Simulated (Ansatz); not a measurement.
Steps of a relaxation of BGeH₇Si, SMILES `B[SiH2][GeH3]` with RKS PBE0-D4/def2-TZVP.

```sh
$ ansatz run in.yaml --threads 2 --pin off --events-out ev --progress --plain --max-ram 4352MiB
```

```yaml
crystal:
  periodic: [false, false, false]
  atoms:
    - {symbol: B, position_ang: [-1.583232, 0.439765, -0.892933]}
    - {symbol: Si, position_ang: [0.321653, 0.884291, -0.576386]}
    - {symbol: Ge, position_ang: [0.852967, -0.897324, 0.977667]}
    - {symbol: H, position_ang: [-1.900068, -0.360962, -1.751754]}
    - {symbol: H, position_ang: [-2.446466, 0.851912, -0.141571]}
    - {symbol: H, position_ang: [0.612803, 2.172168, 0.146753]}
    - {symbol: H, position_ang: [1.269450, 0.728698, -1.735358]}
    - {symbol: H, position_ang: [0.619526, -2.289640, 0.334396]}
    - {symbol: H, position_ang: [-0.012423, -0.793398, 2.261004]}
    - {symbol: H, position_ang: [2.348990, -0.786810, 1.381282]}
basis:
  gaussian: {orbitals: def2-TZVP}
hamiltonian: {xc: pbe0, dispersion: d4}
relax: {f_tol: 0.005, max_steps: 150}
```

Positions (Å) and forces (eV/Å) along the path, 9 of 9 steps:

```xyz
10
step=1 energy=-65173.9650 eV
B    -1.583    0.440   -0.893   -0.374   -0.093   -0.059
Si    0.322    0.884   -0.576    0.249    0.028    0.074
Ge    0.853   -0.897    0.978    0.056   -0.033    0.044
H    -1.900   -0.361   -1.752    0.112    0.307    0.340
H    -2.446    0.852   -0.142    0.328   -0.169   -0.297
H     0.613    2.172    0.147   -0.077   -0.247   -0.168
H     1.269    0.729   -1.735   -0.216    0.049    0.213
H     0.620   -2.290    0.334    0.031    0.205    0.099
H    -0.012   -0.793    2.261    0.126   -0.021   -0.191
H     2.349   -0.787    1.381   -0.234   -0.027   -0.055
10
step=2 energy=-65173.9876 eV
B    -1.582    0.448   -0.899   -0.138   -0.103    0.035
Si    0.322    0.869   -0.564    0.095    0.051   -0.006
Ge    0.860   -0.894    0.978    0.020   -0.017    0.018
H    -1.897   -0.346   -1.743    0.027    0.111    0.070
H    -2.436    0.851   -0.157    0.083   -0.019   -0.104
H     0.601    2.156    0.137   -0.020   -0.056   -0.035
H     1.247    0.729   -1.726   -0.049    0.006    0.048
H     0.625   -2.276    0.342    0.002    0.022    0.004
H     0.000   -0.795    2.250    0.010    0.003   -0.020
H     2.343   -0.793    1.385   -0.028    0.002   -0.010
10
step=3 energy=-65173.9883 eV
B    -1.583    0.435   -0.889   -0.038    0.117   -0.097
Si    0.322    0.861   -0.557    0.009   -0.040    0.032
Ge    0.869   -0.897    0.982    0.020    0.015   -0.003
H    -1.902   -0.327   -1.752    0.007   -0.047    0.017
H    -2.440    0.865   -0.176   -0.001   -0.028    0.039
H     0.593    2.149    0.136   -0.006    0.016    0.008
H     1.237    0.725   -1.721    0.002   -0.004   -0.019
H     0.632   -2.274    0.344   -0.002   -0.021   -0.005
H     0.007   -0.794    2.250   -0.010   -0.003    0.019
H     2.348   -0.793    1.387    0.020   -0.004    0.010
10
step=4 energy=-65173.9897 eV
B    -1.585    0.445   -0.897   -0.033    0.003   -0.013
Si    0.321    0.860   -0.556    0.022    0.014   -0.003
Ge    0.870   -0.897    0.983    0.013   -0.015    0.016
H    -1.900   -0.330   -1.749   -0.001   -0.004   -0.005
H    -2.440    0.865   -0.175   -0.005    0.004    0.003
H     0.591    2.150    0.136    0.002   -0.003   -0.002
H     1.234    0.724   -1.724    0.000    0.001    0.004
H     0.634   -2.276    0.344    0.002    0.004    0.004
H     0.007   -0.797    2.252    0.004   -0.002   -0.003
H     2.350   -0.794    1.389   -0.004    0.000   -0.001
10
step=5 energy=-65173.9898 eV
B    -1.589    0.448   -0.900   -0.011   -0.004   -0.001
Si    0.319    0.858   -0.556    0.022   -0.009    0.015
Ge    0.875   -0.898    0.985   -0.007   -0.001   -0.001
H    -1.905   -0.327   -1.753   -0.002   -0.003   -0.009
H    -2.445    0.869   -0.180   -0.007    0.008    0.003
H     0.591    2.147    0.136   -0.001    0.006    0.000
H     1.233    0.722   -1.722    0.001    0.001   -0.006
H     0.639   -2.277    0.347    0.002   -0.003    0.000
H     0.012   -0.799    2.254    0.001   -0.001    0.004
H     2.354   -0.796    1.392    0.002    0.006   -0.004
10
step=6 energy=-65173.9899 eV
B    -1.592    0.450   -0.902    0.010   -0.002    0.005
Si    0.319    0.856   -0.554   -0.004   -0.017    0.012
Ge    0.877   -0.899    0.987   -0.008    0.006   -0.008
H    -1.907   -0.324   -1.757   -0.002    0.000   -0.007
H    -2.448    0.873   -0.183   -0.005    0.007    0.000
H     0.590    2.146    0.136    0.000    0.005    0.003
H     1.231    0.722   -1.722    0.002   -0.001   -0.005
H     0.643   -2.279    0.350    0.002   -0.003   -0.001
H     0.015   -0.802    2.257    0.000    0.000    0.003
H     2.357   -0.794    1.392    0.005    0.005   -0.002
10
step=7 energy=-65173.9901 eV
B    -1.596    0.453   -0.905    0.006    0.002    0.001
Si    0.316    0.850   -0.551   -0.005    0.001   -0.003
Ge    0.880   -0.902    0.990   -0.002    0.000    0.000
H    -1.912   -0.317   -1.763    0.000    0.001   -0.001
H    -2.453    0.883   -0.192    0.000    0.001   -0.001
H     0.588    2.142    0.138   -0.001   -0.002   -0.001
H     1.228    0.716   -1.720   -0.002    0.000    0.002
H     0.652   -2.282    0.353    0.002   -0.002    0.001
H     0.020   -0.806    2.261    0.001   -0.001    0.002
H     2.361   -0.788    1.392    0.001    0.001    0.000
10
step=8 energy=-65173.9901 eV
B    -1.599    0.457   -0.908    0.001    0.001    0.000
Si    0.313    0.846   -0.549   -0.003    0.003   -0.003
Ge    0.883   -0.903    0.992    0.003   -0.005    0.005
H    -1.917   -0.311   -1.768    0.000    0.000    0.001
H    -2.457    0.892   -0.199    0.000   -0.001    0.000
H     0.586    2.138    0.139    0.000   -0.002    0.000
H     1.225    0.712   -1.718   -0.001   -0.001    0.002
H     0.661   -2.287    0.358   -0.001    0.000   -0.003
H     0.026   -0.812    2.265   -0.002    0.002    0.000
H     2.363   -0.784    1.391    0.002    0.002    0.000
10
step=9 energy=-65173.9901 eV
B    -1.600    0.457   -0.909    0.001    0.000    0.001
Si    0.313    0.845   -0.548    0.000    0.001   -0.001
Ge    0.884   -0.904    0.993   -0.002    0.003   -0.003
H    -1.918   -0.310   -1.769   -0.001    0.000    0.000
H    -2.458    0.893   -0.200    0.000    0.000    0.000
H     0.586    2.137    0.140    0.000    0.000    0.000
H     1.224    0.711   -1.717    0.000    0.000    0.000
H     0.662   -2.287    0.357    0.001   -0.001    0.001
H     0.026   -0.812    2.265    0.001   -0.002    0.001
H     2.364   -0.782    1.391    0.000   -0.001    0.001
```

It took 39 s on 2 threads of an Arm Neoverse V1 on a shared host, with 0.38 GiB of host memory at the peak.
